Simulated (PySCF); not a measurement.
The dipole of `n1c([nH]nc1)OC(C)=O` from its density and from atomic charges.

Coordinates (GFN2-xTB, Å) and charges (e) from the PBE0/pcSseg-1 density (PySCF):

| atom | x | y | z | Mulliken | IAO | Hirshfeld | ESP-fitted |
| --- | --- | --- | --- | --- | --- | --- | --- |
| C1 | 2.701 | 0.398 | -0.302 | -0.2334 | -0.4750 | -0.1133 | -0.5437 |
| C2 | 1.261 | 0.139 | -0.615 | +0.3750 | +0.5365 | +0.2354 | +0.7731 |
| O3 | 0.793 | -0.046 | -1.706 | -0.4130 | -0.4466 | -0.2292 | -0.5654 |
| O4 | 0.530 | 0.139 | 0.525 | -0.4207 | -0.2883 | -0.0707 | -0.4351 |
| C5 | -0.800 | -0.074 | 0.514 | +0.6484 | +0.3572 | +0.1590 | +0.7346 |
| N6 | -1.533 | -0.082 | 1.601 | -0.4521 | -0.3628 | -0.2287 | -0.7026 |
| C7 | -2.774 | -0.327 | 1.128 | +0.1996 | +0.0455 | +0.0315 | +0.4682 |
| N8 | -2.836 | -0.468 | -0.171 | -0.2375 | -0.2546 | -0.1605 | -0.5624 |
| N9 | -1.568 | -0.306 | -0.574 | -0.2727 | -0.1561 | -0.0305 | -0.1482 |
| H10 | 3.280 | 0.399 | -1.220 | +0.1515 | +0.1776 | +0.0633 | +0.1712 |
| H11 | 2.795 | 1.358 | 0.202 | +0.1582 | +0.1828 | +0.0666 | +0.1769 |
| H12 | 3.068 | -0.370 | 0.374 | +0.1583 | +0.1829 | +0.0666 | +0.1776 |
| H13 | -3.628 | -0.399 | 1.767 | +0.1104 | +0.1774 | +0.0698 | +0.0886 |
| H14 | -1.288 | -0.360 | -1.544 | +0.2279 | +0.3233 | +0.1410 | +0.3671 |

Task: Form Σ q r in debye for every column and set it beside the full dipole.

Result: The full density gives (3.14, 0.43, -0.67) D, 3.24 D in size; dipole vectors point from the negative to the positive end.

| scheme | μx | μy | μz | size (D) | share of the full size (%) | angle to the full dipole (°) |
| --- | --- | --- | --- | --- | --- | --- |
| Mulliken | 3.58 | 0.62 | 0.50 | 3.66 | 113 | 20 |
| IAO | 2.84 | 0.41 | -0.41 | 2.90 | 90 | 4 |
| Hirshfeld | 2.76 | 0.39 | -0.45 | 2.82 | 87 | 3 |
| ESP-fitted | 3.13 | 0.43 | -0.62 | 3.22 | 100 | 1 |

Task: Which set comes closest?

Result: Length of the difference vector: ESP-fitted 0.04 D, IAO 0.39 D, Hirshfeld 0.44 D, Mulliken 1.26 D. Closest: ESP-fitted. The schemes that divide the density aren't constrained to reproduce the dipole.

Task: What is left for the Hirshfeld atoms' own dipoles?

Result: The Hirshfeld atoms' densities add up to the full density, so μ = Σ q r + Σ (atomic dipoles). The atomic dipoles sum to (3.14, 0.43, -0.67) − (2.76, 0.39, -0.45) = (0.38, 0.04, -0.22) D, 0.44 D in size.

Task: With the origin at the mean of the coordinates, (0.000, 0.000, -0.002) Å, which are the largest single terms, by size, of the IAO dipole along the direction of the full one?

Result: C1 -6.24, C2 +3.52, N8 +3.40, H13 -3.35, N6 +3.18 D; all 14 atoms together +2.90 D. The single terms depend on the origin, their sum doesn't.

Task: Give the size of the full dipole in other units.

Result: 3.24 D = 1.274 au = 0.674 e·Å = 10.80 × 10⁻³⁰ C·m.

Isolated species at its GFN2-xTB geometry (one conformer only).

Conformer computed: `[CH3:1][C:2](=[O:3])[O:4][c:5]1[n:6][cH:7][n:8][nH:9]1`: C1–C2–O4–C5 180°, C2–O4–C5–N6 180°.
